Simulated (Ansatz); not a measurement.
Frontier orbitals of FH$_{2}$InS (`[F][InH][SH]`).

```xyz
5

F     1.409   -0.742   -1.010
In    0.430    0.567    0.061
S    -1.665   -0.369    0.613
H     1.193    2.043    0.389
H    -1.367   -1.499   -0.053
```

The species carries charge 0 and has multiplicity 1. Correlated methods include outer-core shells of In, which these sets cover unevenly. In takes the def2 core potential. Geometry: relaxed with PBE0-D4/def2-TZVP. It is one conformer, not always the lowest. Basis def2-TZVPP, the Gaussian-basis code of Ansatz.

(1) Compute the vertical ionisation energy as the energy of the cation minus that of the neutral molecule, at each level. (Estimate.)

Answers

(1) The calculation gave: 
```tsv
level	IE (eV)	difference from CCSD(T)/def2-TZVPP
PBE-D4/def2-TZVPP	10.04	-0.08
r2SCAN-D4/def2-TZVPP	10.10	-0.03
PBE0-D4/def2-TZVPP	10.14	0.01
B3LYP-D4/def2-TZVPP	10.20	0.07
ωB97X-V/def2-TZVPP	10.19	0.06
ωB97M-V/def2-TZVPP	10.19	0.07
B2PLYP/def2-TZVPP	10.13	0.00
HF/def2-TZVPP	9.06	-1.07
MP2/def2-TZVPP	10.20	0.08
CCSD/def2-TZVPP	10.06	-0.07
CCSD(T)/def2-TZVPP	10.13	0.00
HF/def2-QZVPP	9.04	-1.09
MP2/def2-QZVPP	10.31	0.18
CCSD/def2-QZVPP	10.15	0.02
CCSD(T)/def2-QZVPP	10.23	0.11
```

B3LYP here is the variant with VWN-RPA as its local correlation; programs differ in this.
